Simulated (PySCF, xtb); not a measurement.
CHI2, SMILES I[CH]I, multiplicity 2.

Harmonic wavenumbers (cm⁻¹) from xtb with GFN2-xTB at its own minimum, in rising order: 126, 461, 583, 725, 1137, 3076.

Task: What does r2SCAN-D4/def2-SVP (PySCF) give at its own minimum? (Estimate from the structure and the level; the computed values follow.)

Result: 130, 250, 507, 697, 1108, 3219. Paired by order, the mean absolute difference is 82 cm⁻¹ and the zero-point energies are 8.7 and 8.5 kcal/mol.
